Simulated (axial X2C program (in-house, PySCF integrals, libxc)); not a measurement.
Nuclear properties of LiBa⁻

Computed with an axial X2C code built on PySCF integrals: two-component X2C with atomic mean-field Coulomb and Gaunt terms, Gaussian nuclei, basis Ba dyall-acv3z, Li dyall-av3z with contracted cores.

R = 3.981 Å (near the PBE0 minimum at charge -1 of the determinant lowest at the starting distance; the state shown can have its own minimum elsewhere).

Input and command:
```json
{"zs": [56, 3], "q": -1, "bas": ["dyall-acv3z", "dyall-av3z"], "r0": 3.29, "levels": ["PBE0", "HF", "r2SCAN", "BP86", "TPSSh"], "nst": 3}
```
```bash
python soeom.py task.json out
```

Keys: zs atomic numbers; q charge; bas basis sets; r0 starting distance in Å; levels methods; nst determinants followed.

Determinant lowest in the PBE0 search, Ω = 0 (closed shell), highest spinor 37% Ba p, 28% Li s, 13% Ba d:

```
 level  qzz Ba (a.u.)  qzz Li (a.u.)
  PBE0          -1.37           0.00
    HF          -1.50           0.00
r2SCAN          -1.35           0.00
  BP86          -1.21           0.00
 TPSSh          -1.37           0.00
```

Determinant 0.46 eV from it at PBE0 and this distance, Ω = 1 (⟨Sz⟩ = 0.99, ⟨Lz⟩ = 0.01 at PBE0), spin on the atoms Ba 0.60, Li 0.39:

| level | Eeff magnitude (GV/cm) | Ws magnitude Ba (kHz) | A∥/gI Ba (MHz) | qzz Ba (a.u.) | A∥/gI Li (MHz) | qzz Li (a.u.) |
| --- | --- | --- | --- | --- | --- | --- |
| PBE0 | 1.9 | 1.01 | 26.2 | -1.14 | 53.2 | -0.02 |
| r2SCAN | 5.63 | 3.73 | 590 | -1.21 | 47.5 | -0.01 |
| TPSSh | 4.86 | 3.19 | 638 | -1.28 | 35.5 | -0.01 |

Eeff is the effective electric field on the electron electric dipole moment in this Ω state and Ws the scalar–pseudoscalar constant of the nucleus named (defined with the proton number Z and per Ω); A∥ (defined per Ω) follows by multiplying with gI = μI/(I μN); qzz is the electric field gradient, eQq0 = 234.96 MHz × Q/barn × qzz. The operators were transformed with the bare-nucleus X2C matrices; with these basis sets, hyperfine constants and field gradients can be off by tens of per cent, and where levels differ in sign neither size nor sign is settled.

Task: With Q(137Ba) = 0.236 barn (Q from Pyykkö, Mol. Phys. 2018), turn the PBE0 values of the first state into constants in MHz.

Result: eQq0(137Ba) = 234.96 × (0.236) × (-1.37) = -76 MHz.

Each state is one determinant with collinear spin, which with several unpaired electrons need not be a pure state. For an anion, determinants above electron detachment, or with a positive highest level, are held by the basis set. A closed determinant beside an open π² or δ² triplet, such as (π1/2)², mixes with its partner pair into the 0⁺ component of the triplet and ¹Σ⁺, so its energy is not that of a level, and 0⁺ can lie lowest. With several open shells hyperfine constants can be off by a factor of several. Where Eeff spreads by more than a factor of two the levels disagree and none is to be relied on. Open-shell Ω = 0 determinants with evenly filled partner blocks cannot be reached by this program, so the Ω shown need not be the lowest component. Left out as unconverged or as another state under the same occupation: BP86, HF in at least one table. States lie within half an eV, so the first need not be the ground state. Further determinants of the search, some of them spin-mixed, are not shown. Where a field gradient or hyperfine factor spreads by more than a factor of two over the levels, a constant derived from it is not to be relied on. PBE0 term energies can be off by some tenths of an eV.
